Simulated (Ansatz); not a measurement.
Ideal-gas functions of GeH$_{4}$OSi (`[SiH3][O][GeH]`) at 500 K and 1 bar, from an Ansatz frequency run at PBE0-D4/def2-TZVP.

Molar mass 120.73 g/mol, point group Cs (symmetry number 1), electronic degeneracy 1, moments of inertia 13.687, 237.69, 245.456 u Å². Harmonic wavenumbers (cm⁻¹, unscaled): 86, 116, 197, 510, 719, 723, 780, 951, 955, 973, 1004, 1883, 2204, 2231, 2232.

Use S(trans) = R[1.5 ln M + 2.5 ln T − 1.1517]; rotational temperatures θ = 24.2544 K / I; S(rot) = R[ln(√π/σ · √(T³/θAθBθC)) + 1.5]; for each mode x = 1.438777 ν̃/T, S = R[x/(eˣ − 1) − ln(1 − e⁻ˣ)] and H = RT x/(eˣ − 1); 1 cm⁻¹ = 0.0119627 kJ/mol; R = 8.31446 J/(mol·K).

Question: By hand: the entropy, in J/(mol·K).

Answer: Translation 179.4. Rotation: θ = 1.7721, 0.102, 0.0988 K, giving 111.5. Vibration, mode by mode: 19.95, 17.48, 13.14, 5.83, 3.61, 3.58, 3.14, 2.13, 2.11, 2.03, 1.89, 0.24, 0.11, 0.10, 0.10, in all 75.4. Electronic 0.0. Sum 366.3 J/(mol·K).

Question: By hand: H − E and G − E in kJ/mol, counted from the electronic energy.

Answer: Zero-point energy ½ × 15564 × 0.0119627 = 93.1; thermal vibration 18.9; translation, rotation and pV give 4 RT = 16.6. H − E = 128.6 kJ/mol, and G − E = 128.6 − 500 × 366.3/1000 = -54.6 kJ/mol.

Vibration gives 21 % of the entropy, 37.4 J/(mol·K) of it from the modes under 150 cm⁻¹: soft modes count most, and the harmonic formula is weakest for them.
